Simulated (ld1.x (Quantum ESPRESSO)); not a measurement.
What one change does to a pseudopotential (Pr (Z = 59), RRKJ)

praseodymium (Pr), norm-conserving RRKJ (Kleinman–Bylander form), made with ld1.x (Quantum ESPRESSO) 7.5 (PBE, non-relativistic). Core [Xe] 4f2, reference 5d1 6s1.75 6p0.25. Waves: 6p (bound): rc 4.20 bohr; 5d (bound): rc 2.20 bohr; 6s (bound): rc 3.40 bohr. Local part: the s channel. Core correction: Bessel-smoothed model core, default radius (core density twice the valence density). rho0 = 0.001.

All-electron outer shells of the reference configuration (PBE, non-relativistic, ld1.x):

```csv
shell,level (eV),outermost node (bohr),outermost maximum (bohr)
5p,-23.96,0.80,1.53
4f,-10.11,–,0.66
5d,-3.87,0.89,2.06
6s,-3.71,1.86,3.85
6p,-1.56,2.14,4.88
```

Change: wave 6s (bound): rc 3.40 bohr becomes 6s (bound): rc 4.76 bohr.

Cutoffs: the cutoffs (Ry, on a coarse ladder) from which the occupation-weighted sum of valence levels, in a spherical-Bessel basis at the reference potential, stays within 10 and 1 mRy of its value at 400 Ry; they do not see the model core or the augmentation charge, which bear on the density cutoff. Errors are all-electron minus pseudo energies relative to the spin-unpolarised reference configuration.

Question: What does the change do?

Answer: The potential gets neither clearly harder nor softer (12 Ry and 30 Ry → 12 Ry and 30 Ry); of the 7 tests that both files solve, the error grows in 3 and shrinks in 2 by more than 15 % and 0.3 meV (median size 3.5 → 6.2 meV); neither file shows a bound ghost.

```csv
quantity,base,changed
"cutoff, loose",12 Ry,12 Ry
"cutoff, tight",30 Ry,30 Ry
bound ghosts,none,none
"error for 5d1 6s2 6p0, meV [ΔE -0.53 eV]",-0.3,-0.6
"error for 5d1 6s1 6p0, meV [ΔE 5.29 eV]",-1.8,-0.6
"error for 5d1 6s0 6p0, meV [ΔE 15.98 eV]",-36,-64
"error for 5d1 6s1 6p1, meV [ΔE 1.63 eV]",-3.5,-6.2
"error for 5d1 6s1.5 6p0, meV [ΔE 1.80 eV]",-0.2,+0.4
"error for 5d1 6s0 6p1, meV [ΔE 7.97 eV]",-18,-37
"error for 5d0 6s2 6p1, meV [ΔE 2.38 eV]",-163,-129
```
